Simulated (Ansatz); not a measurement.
Input file for Ansatz (a first-principles code): U-PBE/def2-TZVPP on TaH, 2S+1 = 5, a spin state set in the input, which need not be the lowest, a point of a bond scan (R = 1.781 Å). Elements past Kr take the def2 small-core potentials; no spin–orbit coupling.

Ansatz 0.2 input:
```yaml
crystal:
  periodic: [false, false, false]
  atoms:
    - {symbol: Ta, position_ang: [0.00000000, 0.00000000, 0.00000000]}
    - {symbol: H, position_ang: [0.00000000, 0.00000000, 1.78080500]}
basis:
  gaussian:
    orbitals: def2-TZVPP
    pivot_positions_ang: [[0.00000000, 0.00000000, 0.00000000], [0.00000000, 0.00000000, 1.78080500]]
hamiltonian:
  xc: {name: PBE}
magnetization: {spin_polarized: true, initial_magnetization: 4}
output: {forces: true, orbitals: {seedname: ./end}}
```

The head of its log:

```
WARN ansatz: RAYON_NUM_THREADS=1 ignored (pool sized by the plan → 1); use --threads N
Functional definition: PBE
integrals: 0.01 GiB planned
396 factors; their error is unknown
mean field: 0.17 GiB planned
mean field evaluation 1: about -1561.4622 eV, gradient 1.7e1 eV
mean field evaluation 2: about -1555.9643 eV, gradient 3.2e1 eV
```

### Question
Give the final energy of this run.

### Answer
-57.4584 hartree.
